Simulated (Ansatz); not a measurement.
`FC(F)O[SiH3]` → `[O]C(F)F`• + `[SiH3]`• at 500 K and 1 bar (homolysis of the O–Si bond).

Isolated molecules relaxed with PBE0-D4/def2-TZVP in Ansatz; ΔE leaves out vibrations. CBS: MP2 limit from def2 TZ/QZ plus the TZ coupled-cluster correction, frozen cores. This one scheme is used for every species. Open shells (•) are unrestricted, without spin–orbit coupling. Each species was taken in one conformer, which may not be the lowest.

```
       species  CCSD(T)/CBS energy (Eh)  H − E (kJ/mol)  S (J/(mol·K))
`FC(F)O[SiH3]`               -604.32648           179.7          390.1
   `[O]C(F)F`•               -313.31831            86.4          306.8
     `[SiH3]`•               -290.80808            75.1          240.4
```

H − E and S are ideal-gas, rigid-rotor, harmonic terms from PBE0-D4/def2-TZVP, for one conformer and one mirror image of each species, with the whole ground term of open shells counted as degenerate. 1 Eh = 2625.50 kJ/mol, R = 8.31446 J/(mol·K).

**Question.** By hand: ΔE, ΔH, ΔS and ΔG.

**Answer.** ΔE = (-313.31831) + (-290.80808) − (-604.32648) = 0.20009 Eh = 525.3 kJ/mol. Δ(H − E) = 86.4 + 75.1 − 179.7 = -18.2, so ΔH = 507.1 kJ/mol. ΔS = 306.8 + 240.4 − 390.1 = 157.1 J/(mol·K). ΔG = 507.1 − 500 × (157.1)/1000 = 428.6 kJ/mol.

**Question.** By hand: the equilibrium constant, and the temperature at which ΔG would vanish if ΔH and ΔS stayed fixed.

**Answer.** log₁₀ K = −ΔG/(RT ln 10) = -44.8. ΔG = 0 at ΔH/ΔS = 3228 K, far beyond where these terms or the molecules hold.

The number of gas molecules changes by +1, which sets the sign of ΔS. A doubt of 5 kJ/mol in ΔE shifts log₁₀ K by 0.5 here. Other conformers and mirror images would add mixing entropy, several J/(mol·K) or more a flexible species. Modes under 60 cm⁻¹, often nearly free rotors, make the harmonic entropy too high. These are equilibria of isolated gas molecules and say nothing of rates. Largest T1 diagnostic: 0.016 (customary marks: 0.02 for closed shells, 0.045 for open ones).
